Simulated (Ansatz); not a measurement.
System: C$_{3}$H$_{10}$GeN, net charge 0, doublet state. It need not be the lowest isomer of its formula. 
Geometry from a B3LYP-D3(BJ)/def2-TZVP (Ansatz, a first-principles code) optimisation:
```
N
C 1 1.3800
H 2 1.0796 1 118.69
H 2 1.0796 3 119.69 1 -160.45
C 1 1.4591 2 117.70 3 -170.44
H 5 1.0918 1 108.77 2 -163.01
H 5 1.0973 6 106.66 1 -117.96
C 5 1.5264 6 109.25 7 -118.75
H 8 1.0904 5 110.98 6 -179.95
H 8 1.0912 9 108.02 5 -121.32
H 8 1.0921 9 108.20 10 -117.36
Ge 1 1.8572 2 119.09 3 27.71
H 12 1.5363 1 106.43 2 -164.56
H 12 1.5363 13 112.00 6 -143.03
H 12 1.5447 13 110.35 14 -122.44
```
Charge 0, spin multiplicity 2.

Total electronic energies in hartree. Correlated levels leave the core frozen unless marked. UHF or UKS for open shells. No spin-orbit coupling. Frozen are the shells of the preceding noble gas and the d and f shells that filled before the atom's block. No relativistic terms. Basis-set limits of correlation are two-point, X^-3; Hartree-Fock from the larger set.

```
level                                program  energy (Eh)
----------------------------  --------------  -----------
HF/STO-3G                             Ansatz  -2223.50261
HF/6-31G                              Ansatz  -2248.76024
HF/cc-pVQZ                            Ansatz  -2249.30322
PBE/def2-TZVPD                        Ansatz  -2251.53213
BLYP-D4/def2-TZVPD            Ansatz + dftd4  -2252.07554
revPBE-D3(BJ)/def2-TZVPD      Ansatz + dftd3  -2251.90283
revPBE-D4/def2-TZVPD          Ansatz + dftd4  -2251.91026
revPBE/def2-TZVPD                     Ansatz  -2251.87281
B3LYP-D3(BJ)/def2-TZVPD       Ansatz + dftd3  -2252.16911
B3LYP-D4/def2-TZVPD           Ansatz + dftd4  -2252.16720
PBE0/6-31G*                           Ansatz  -2251.25958
BHLYP/def2-TZVPD                      Ansatz  -2251.96037
r2SCANh-D4/def2-TZVPD         Ansatz + dftd4  -2251.96437
r2SCAN0-D4/def2-TZVPD         Ansatz + dftd4  -2251.94463
HSE06-D3(BJ)/def2-TZVPD       Ansatz + dftd3  -2251.61263
LC-wPBE-D4/def2-TZVPD         Ansatz + dftd4  -2251.72921
MP2/cc-pVTZ                           Ansatz  -2250.12660
MP2/cc-pVQZ                           Ansatz  -2250.19666
RI-MP2/cc-pVQZ                        Ansatz  -2250.19628
SCS-MP2/cc-pVDZ                       Ansatz  -2249.84603
CCSD/STO-3G                           Ansatz  -2223.80459
CCSD(T)/6-31G                         Ansatz  -2249.25703
CCSD(T)/CBS(cc-pVTZ,cc-pVQZ)          Ansatz   -2250.3200
```

Totals of different functionals don't rank their quality; only differences between species are comparable.
